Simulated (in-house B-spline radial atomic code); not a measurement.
Ionisation energies along the 7-electron series, configuration [He] 2s2 2p3, as differences of self-consistent energies. Dirac energy differences include first-order Breit, QED and recoil terms. NIST's values go from ground level to ground level; the uncertainty of those that are theory runs from under 0.1 % in few-electron ions to several per cent in heavy many-electron ones. Computed with an all-electron radial atomic-structure program (B-spline basis): Dirac-Hartree-Fock, average of the configuration, finite nuclei.

| ion | configuration after | ionisation energy (eV) | IE/(q+1)² (eV) | Breit and QED recoil part (eV) | tabulated value (eV) | tabulated kind | computed minus tabulated (eV) |
| --- | --- | --- | --- | --- | --- | --- | --- |
| Eu56+ | [He] 2s2 2p2 | 11975.6 | 3.6859 | -15.064 | 11739 | tabulated theory | 237 |
| Gd57+ | [He] 2s2 2p2 | ? | ? | ? | ? | tabulated theory | ? |
| Tb58+ | [He] 2s2 2p2 | ? | ? | ? | ? | tabulated theory | ? |
| Dy59+ | [He] 2s2 2p2 | 13278.9 | 3.6886 | -17.634 | 12986 | tabulated theory | 293 |
| Ho60+ | [He] 2s2 2p2 | 13729.9 | 3.6898 | -18.558 | 13417 | tabulated theory | 313 |
| Er61+ | [He] 2s2 2p2 | 14189.3 | 3.6913 | -19.516 | 13855 | tabulated theory | 334 |
| Tm62+ | [He] 2s2 2p2 | 14657.1 | 3.6929 | -20.511 | 14300 | tabulated theory | 357 |
| Yb63+ | [He] 2s2 2p2 | 15133.5 | 3.6947 | -21.543 | 14752 | tabulated theory | 382 |
| Lu64+ | [He] 2s2 2p2 | 15618.6 | 3.6967 | -22.614 | 15211 | tabulated theory | 408 |
| Hf65+ | [He] 2s2 2p2 | 16112.3 | 3.6989 | -23.723 | 15680 | tabulated theory | 432 |
| Ta66+ | [He] 2s2 2p2 | 16614.8 | 3.7012 | -24.874 | 16150 | tabulated theory | 465 |
| W67+ | [He] 2s2 2p2 | 17126.1 | 3.7037 | -26.065 | 16588 | semi-empirical | 538 |
| Re68+ | [He] 2s2 2p2 | 17646.4 | 3.7065 | -27.3 | 17120 | tabulated theory | 526 |
| Os69+ | [He] 2s2 2p2 | ? | ? | ? | ? | tabulated theory | ? |
| Ir70+ | [He] 2s2 2p2 | 18714.2 | 3.7124 | -29.904 | 18120 | tabulated theory | 594 |
| Pt71+ | [He] 2s2 2p2 | 19261.8 | 3.7156 | -31.275 | 18630 | tabulated theory | 632 |
| Au72+ | [He] 2s2 2p2 | 19818.8 | 3.719 | -32.695 | 19150 | tabulated theory | 669 |
| Hg73+ | [He] 2s2 2p2 | 20385.1 | 3.7226 | -34.164 | 19680 | tabulated theory | 705 |
| Tl74+ | [He] 2s2 2p2 | 20961.0 | 3.7264 | -35.686 | 20210 | tabulated theory | 751 |
| Pb75+ | [He] 2s2 2p2 | 21546.6 | 3.7304 | -37.26 | 20750 | tabulated theory | 797 |

Q: Fill in the row of Gd57+.

A: ionisation energy (eV): 12401.8; IE/(q+1)² (eV): 3.6866; Breit and QED recoil part (eV): -15.888; tabulated value (eV): 12147; computed minus tabulated (eV): 255.

Q: Fill in the row of Tb58+.

A: ionisation energy (eV): 12836.2; IE/(q+1)² (eV): 3.6875; Breit and QED recoil part (eV): -16.744; tabulated value (eV): 12563; computed minus tabulated (eV): 273.

Q: Fill in the row of Os69+.

A: ionisation energy (eV): 18175.7; IE/(q+1)² (eV): 3.7093; Breit and QED recoil part (eV): -28.579; tabulated value (eV): 17620; computed minus tabulated (eV): 556.

Where a p, d or f electron is removed, the computed value is a mean over both j, so it misses the tabulated one by a part of the spin-orbit splitting; averaging over terms and missing correlation add to the gap, relatively most at low charge.
